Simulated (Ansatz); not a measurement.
BrClF2Ge (`[F][Ge]([F])([Cl])[Br]`), charge 0, multiplicity 1.

Task: Give a relaxed structure at PBE0-D4/def2-TZVP (Ansatz). (Best estimate.)

Result: Ansatz gave: 
Cartesian coordinates in Å:
```
F 0.715 -0.610 1.472
Ge -0.030 -0.010 0.058
F -1.463 0.758 0.576
Cl -0.541 -1.631 -1.176
Br 1.320 1.493 -0.929
```
Point group Cs.
